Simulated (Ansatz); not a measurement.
`[F][Ge]([F])([F])[SiH3]` + `[BH2][AlH][OH]` → `[BH2][AlH][O][SiH3]` + `[F][GeH]([F])[F]` at 500 K and 1 bar (cleavage of the Si–Ge bond).

Gas-phase electronic energies from Ansatz, PBE0-D4/def2-TZVP geometries. CCSD(T)/CBS is the MP2 limit (def2-TZVPP, def2-QZVPP) plus CCSD(T) − MP2 in def2-TZVPP, frozen cores. For Ge outer-core shells are correlated without core-valence functions, which leaves a few kJ/mol of doubt a bond. Scalar relativity is left out up to krypton. Each species was taken in one conformer, which may not be the lowest.

```
                  species  CCSD(T)/CBS energy (Eh)  H − E (kJ/mol)  S (J/(mol·K))
`[F][Ge]([F])([F])[SiH3]`              -2666.49147           132.9          425.8
         `[BH2][AlH][OH]`               -344.39123           140.6          347.8
    `[BH2][AlH][O][SiH3]`               -634.71196           196.7          454.0
       `[F][GeH]([F])[F]`              -2376.20168            71.3          335.7
```

H − E and S are ideal-gas, rigid-rotor, harmonic terms from PBE0-D4/def2-TZVP, for one conformer and one mirror image of each species. 1 Eh = 2625.50 kJ/mol, R = 8.31446 J/(mol·K).

Task: By hand: ΔE, ΔH, ΔS and ΔG.

Result: ΔE = (-634.71196) + (-2376.20168) − (-2666.49147) − (-344.39123) = -0.03094 Eh = -81.2 kJ/mol. Δ(H − E) = 196.7 + 71.3 − 132.9 − 140.6 = -5.5, so ΔH = -86.7 kJ/mol. ΔS = 454.0 + 335.7 − 425.8 − 347.8 = 16.1 J/(mol·K). ΔG = -86.7 − 500 × (16.1)/1000 = -94.8 kJ/mol.

Task: By hand: the equilibrium constant, and the temperature at which ΔG would vanish if ΔH and ΔS stayed fixed.

Result: log₁₀ K = −ΔG/(RT ln 10) = 9.9. ΔH and −TΔS have one sign here, so there is no such temperature.

ΔH outweighs TΔS. A doubt of 5 kJ/mol in ΔE shifts log₁₀ K by 0.5 here. Other conformers and mirror images would add mixing entropy, several J/(mol·K) or more a flexible species. Modes under 60 cm⁻¹, often nearly free rotors, make the harmonic entropy too high. These are equilibria of isolated gas molecules and say nothing of rates. Largest T1 diagnostic: 0.013 (customary marks: 0.02 for closed shells, 0.045 for open ones).
